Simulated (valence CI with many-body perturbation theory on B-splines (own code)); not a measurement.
**Ni XXII: calculated level list**

Method: valence CI with perturbative core correlation (CI+MBPT): five valence electrons over a frozen Dirac-Fock core [He], a basis of 9 s, 9 p, 8 d, 6 f, 3 g, 1 h functions for each j, with the one-electron correlation potential Σ1, the two-electron term Σ2, the three-electron term Σ3, Breit, model QED; selected CI, second order for the rest (own B-spline code, finite nucleus).

No measured spectrum was set against this ion. As an estimate, levels of excited configurations hold to 0.05 to 0.15 % of their energy, terms of the ground configuration to about 0.5 %. Among the levels kept, up to 2100 cm⁻¹ of a level comes from second order outside the variational space, and about a tenth of that is noise between levels of different J, which matters for small intervals.

Levels 1 to 45 of 84, with energies above the lowest level, 2s2 2p3 4S°_3/2. "Leading %" is the weight of the configuration and term that name the level; weights of strongly mixed levels are sums over their largest components and can fall short. In the jj column 3d3/2^4 stands for four electrons in 3d with j = 3/2. Lifetimes count E1, E2, E3, M1 and M2 decay at the calculated energies, and are blank where another channel may lead or the interval is too uncertain; long ones can be off by a factor of two.

```tsv
No.	Configuration	Term	J	E (eV)	Leading %	Lifetime	g	Leading jj
1	2s2 2p3	4S°	3/2	0.0	80		1.842	2s^2 2p1/2^2 2p3/2 (65 %)
2	2s2 2p3	2D°	3/2	19.6	70	24.9 μs	1.051	2s^2 2p1/2 2p3/2^2 (70 %)
3	2s2 2p3	2D°	5/2	26.0	100	183 μs	1.196	2s^2 2p1/2 2p3/2^2 (100 %)
4	2s2 2p3	2P°	1/2	37.6	98	11.8 μs	0.660	2s^2 2p1/2 2p3/2^2 (98 %)
5	2s2 2p3	2P°	3/2	49.6	68	5.02 μs	1.230	2s^2 2p3/2^3 (92 %)
6	2s 2p4	4P	5/2	105.2	96	66.9 ps	1.579	2s 2p1/2^2 2p3/2^2 (84 %)
7	2s 2p4	4P	3/2	116.9	97	45.1 ps	1.705	2s 2p1/2 2p3/2^3 (76 %)
8	2s 2p4	4P	1/2	120.0	92	39.7 ps	2.610	2s 2p1/2^2 2p3/2^2 (47 %)
9	2s 2p4	2D	3/2	145.9	89	18.3 ps	0.864	2s 2p1/2 2p3/2^3 (52 %)
10	2s 2p4	2D	5/2	149.3	96	24.2 ps	1.213	2s 2p1/2 2p3/2^3 (84 %)
11	2s 2p4	2S	1/2	166.8	65	10.2 ps	1.649	2s 2p1/2^2 2p3/2^2 (52 %)
12	2s 2p4	2P	3/2	173.6	91	6.71 ps	1.286	2s 2p1/2 2p3/2^3 (72 %)
13	2s 2p4	2P	1/2	190.6	71	7.29 ps	1.066	2s 2p3/2^4 (63 %)
14	2p5	2P°	3/2	271.7	98	8.73 ps	1.330	2p1/2^2 2p3/2^3 (98 %)
15	2p5	2P°	1/2	290.3	98	7.80 ps	0.660	2p1/2 2p3/2^4 (98 %)
16	2s2 2p2 3s	4P	1/2	1056.9	71	439 fs	2.274	2s^2 2p1/2^2 3s (88 %)
17	2s2 2p2 3s	4P	3/2	1069.4	92	536 fs	1.702	2s^2 2p1/2 2p3/2 3s (97 %)
18	2s2 2p2 3s	2P	1/2	1073.2	78	222 fs	1.071	2s^2 2p1/2 2p3/2 3s (95 %)
19	2s2 2p2 3s	4P	5/2	1075.7	71	480 fs	1.489	2s^2 2p1/2 2p3/2 3s (82 %)
20	2s2 2p2 3s	2P	3/2	1079.5	58	229 fs	1.133	2s^2 2p1/2 2p3/2 3s (91 %)
21	2s2 2p2 3p	4D°	1/2	1084.4	50	35.9 ps	0.714	2s^2 2p1/2^2 3p1/2 (89 %)
22	2s2 2p2 3p	4D°	3/2	1091.9	52	21.8 ps	1.335	2s^2 2p1/2^2 3p3/2 (76 %)
23	2s2 2p2 3p	2S°	1/2	1096.5	40	40.3 ps	1.471	2s^2 2p1/2 2p3/2 3p1/2 (90 %)
24	2s2 2p2 3s	2D	5/2	1096.6	71	347 fs	1.305	2s^2 2p3/2^2 3s (82 %)
25	2s2 2p2 3s	2D	3/2	1098.4	60	262 fs	1.020	2s^2 2p3/2^2 3s (90 %)
26	2s2 2p2 3p	4D°	3/2	1100.2	37	22.8 ps	1.226	2s^2 2p1/2 2p3/2 3p1/2 (84 %)
27	2s2 2p2 3p	4D°	5/2	1102.8	84	55.1 ps	1.366	2s^2 2p1/2 2p3/2 3p3/2 (75 %)
28	2s2 2p2 3p	4P°	1/2	1104.6	59	17.5 ps	2.160	2s^2 2p1/2 2p3/2 3p3/2 (85 %)
29	2s2 2p2 3p	2D°	5/2	1104.8	43	19.4 ps	1.338	2s^2 2p1/2 2p3/2 3p1/2 (62 %)
30	2s2 2p2 3p	2D°	3/2	1107.2	57	11.2 ps	1.198	2s^2 2p1/2 2p3/2 3p3/2 (93 %)
31	2s2 2p2 3p	4D°	7/2	1109.3	74	61.3 ps	1.356	2s^2 2p1/2 2p3/2 3p3/2 (80 %)
32	2s2 2p2 3p	4S°	3/2	1111.9	55	2.28 ps	1.777	2s^2 2p1/2 2p3/2 3p3/2 (41 %)
33	2s2 2p2 3s	2S	1/2	1114.9	84	327 fs	1.984	2s^2 2p3/2^2 3s (89 %)
34	2s2 2p2 3p	2P°	3/2	1115.1	63	10.4 ps	1.278	2s^2 2p1/2 2p3/2 3p3/2 (42 %)
35	2s2 2p2 3p	2F°	5/2	1116.6	34	15.2 ps	1.211	2s^2 2p1/2 2p3/2 3p3/2 (59 %)
36	2s2 2p2 3p	2P°	1/2	1120.3	70	10.7 ps	0.858	2s^2 2p1/2 2p3/2 3p3/2 (51 %)
37	2s2 2p2 3d	4F	3/2	1123.6	56	377 fs	0.696	2s^2 2p1/2^2 3d3/2 (88 %)
38	2s2 2p2 3d	4F	5/2	1127.4	40	146 fs	1.176	2s^2 2p1/2^2 3d5/2 (78 %)
39	2s 2p3 3s	6S°	5/2	1128.4	50	10.7 ps	1.563	2s^2 2p3/2^2 3p3/2 (34 %)
40	2s 2p3 3s	6S°	5/2	1129.3	44	30.7 ps	1.534	2s^2 2p3/2^2 3p3/2 (45 %)
41	2s2 2p2 3p	2D°	3/2	1130.2	50	4.04 ps	1.146	2s^2 2p3/2^2 3p1/2 (65 %)
42	2s2 2p2 3p	2F°	7/2	1130.8	74	25.9 ps	1.210	2s^2 2p3/2^2 3p3/2 (80 %)
43	2s2 2p2 3p	2D°	5/2	1133.1	76	13.4 ps	1.176	2s^2 2p3/2^2 3p1/2 (71 %)
44	2s2 2p2 3p	2P°	1/2	1133.8	90	4.98 ps	0.773	2s^2 2p3/2^2 3p3/2 (49 %)
45	2s2 2p2 3d	2P	3/2	1137.0	43	166 fs	1.012	2s^2 2p1/2 2p3/2 3d3/2 (91 %)
```

Names give the largest LS component (configuration and term), which can be under half, so a name can repeat, a term be missing and a line seem to break the LS rules; names also repeat where a configuration has a term twice.

The ionisation energy to 2s2 2p2 3P_0 of the next ion comes out as 1879.4 eV (NIST: 1880 ± 5 eV (semi-empirical)). All 84 levels together are meant to be complete up to 1183.0 eV.
